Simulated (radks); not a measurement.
Results of a calculation; reference values are marked as such.
The chromium ion Cr+ inside a hard spherical wall (all orbitals vanish at R), configuration held at [Ar] 3d5 and not refilled when levels cross. Code: a radial shooting solver on a logarithmic mesh with Libxc functionals. Model: non-relativistic Kohn-Sham, LDA (Slater exchange, Perdew-Wang correlation), spin-polarised, spherical densities, point nucleus; open shells are filled with parallel spins first. Eigenvalues in eV for spin up, with the zero of energy where the potential of the charges vanishes at infinity; a dash marks a level that is unbound or too diffuse for the functional's potential to be trusted. A positive occupied level is held by the wall or, in an anion where self-interaction has pushed it up, behind a barrier. The pressure on the wall is -dE/dV.

\begin{tabular}{lrrrrrrrrr}
R (bohr) & E (hartree) & kinetic (hartree) & e(2p) & e(3s) & e(3p) & e(3d) & e(4s, empty) & e(4p, empty) & pressure (GPa) \\ \hline
free & -1041.93438 & 1040.592 & -564.87 & -80.187 & -53.139 & -11.184 & -10.448 & -6.290 & 0 \\
12 & -1041.93438 & 1040.592 & -564.87 & -80.187 & -53.139 & -11.184 & -10.448 & -6.288 & < 0.0001 \\
10 & -1041.93438 & 1040.592 & -564.87 & -80.186 & -53.138 & -11.183 & -10.447 & -6.271 & 0.000192 \\
8 & -1041.93426 & 1040.593 & -564.85 & -80.172 & -53.124 & -11.170 & -10.419 & -6.141 & 0.00753 \\
7 & -1041.93375 & 1040.598 & -564.80 & -80.128 & -53.081 & -11.130 & -10.332 & -5.884 & 0.0476 \\
6 & -1041.93136 & 1040.616 & -564.62 & -79.971 & -52.928 & -10.985 & -10.015 & -5.202 & 0.306 \\
5 & -1041.92014 & 1040.686 & -564.02 & -79.455 & -52.427 & -10.498 & -8.919 & -3.347 & 2.06 \\
4 & -1041.86656 & 1040.950 & -562.11 & -77.895 & -50.916 & -8.930 & -5.095 & 2.054 & 15.8 \\
2.5 & -1040.94387 & 1044.927 & -547.23 & -67.422 & -40.434 & 3.645 & 32.397 & 45.669 & 803 \\
\end{tabular}
